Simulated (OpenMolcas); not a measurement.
Levels of Xe6+ by method

* Program: OpenMolcas 26.06
* Basis: ANO-R2 [7s6p4d2f1g]
* Scalar Hamiltonian: X2C, finite nucleus
* Active space: 2 electrons in 9 orbitals (RAS2 5s 5p; RAS3 5d, at most 2 electrons)
* State averaging: 2S+1 = 3 even, 3 roots (0 in the spin-orbit step); 2S+1 = 1 even, 1 root; 2S+1 = 3 odd, 3 roots; 2S+1 = 1 odd, 3 roots
* Spin-orbit coupling: RASSI with atomic mean-field integrals over the reference wave functions, term energies averaged over their components

Methods on the same reference wave functions:
A. RASSCF
B. SS-RASPT2, IPEA 0.25 Eh, imaginary shift 0.1 Eh (closed shells correlated: 4d)

Energies in cm⁻¹ above 5s² ¹S₀, the measured ground level; measured values from Saloman, J. Phys. Chem. Ref. Data 33, 765 (2004).

| Level | A | B | Measured |
| --- | --- | --- | --- |
| 5s² ¹S₀ | 0.0 | 0.0 | 0.0 |
| 5s 5p ³P°₀ | 91764 | 96845 | 96141 |
| 5s 5p ³P°₁ | 96005 | 100806 | 100451 |
| 5s 5p ³P°₂ | 107482 | 112564 | 113676 |
| 5s 5p ¹P°₁ | 146844 | 141003 | 143259 |

Deviations, from unrounded energies. A percentage is the sum of absolute deviations over the sum of measured energies, with the sign that they share, or ± where signs differ.

| Against measurement | Levels | A | B |
| --- | --- | --- | --- |
| mean absolute deviation (cm-1) | 4 | 4700 | 1100 |
| other configurations (%) | 4 | ±4.1 | ±1.0 |

B lies closest to measurement on these levels. The largest miss of B in the table is 5s 5p ¹P°₁, by -2300 cm-1. The ranking rests on the paired levels alone, and a cruder setting can come out closer through cancelling errors.

The lowest spin-free term lies below A's lowest term by 0.425 hartree in B.

Some high roots are left out of the spin-orbit mixing, which shifts the levels that they would mix with. Active for correlation alone: 5d; no level in the range computed is led by a configuration that fills it, so any true level of that kind is missing. Measured partners are found by configuration, term and J. A level has none where our copy of the source lacks it or the pairing is in doubt (some pairs that miss far off the trend of their configuration count as doubtful), and it then counts in no deviation. Levels of configurations outside the active space are missing.

° marks odd parity.
